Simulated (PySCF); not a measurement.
CH₂O, SMILES [H]/[C-]=[O+]/[H].

Coordinates come from a ωB97X-D3(BJ)/def2-TZVPD optimisation.

Two levels are set side by side: TDDFT-PBE/def2-TZVPD (PySCF) and TDDFT-LC-ωPBE/def2-TZVPD (PySCF). Vertical, same geometry. The lowest singlet is HOMO→LUMO 101 % with PBE and HOMO→LUMO 99 % with the other functional; states are paired by order. Differences are taken from unrounded values.

```
quantity                               TDDFT-PBE
-------------------------------------  ---------
lowest singlet excitation (eV)              2.78
lowest triplet excitation (TDA) (eV)        1.32
first bright state (f over 0.05) (eV)       6.52
its oscillator strength                     0.07
```

### Question
These are the TDDFT-PBE values. What does TDDFT-LC-ωPBE give? (Estimate from the structure and the level; the computed values follow.)

### Answer

```
quantity                               TDDFT-LC-ωPBE  TDDFT-PBE minus TDDFT-LC-ωPBE
-------------------------------------  -------------  -----------------------------
lowest singlet excitation (eV)                  2.75                           0.02
lowest triplet excitation (TDA) (eV)            1.21                           0.11
first bright state (f over 0.05) (eV)           8.01                          -1.49
its oscillator strength                         0.09                          -0.02
```

Rough cost on one machine, each run with all the roots and properties that it gave: TDDFT-LC-ωPBE against TDDFT-PBE about 4 times.
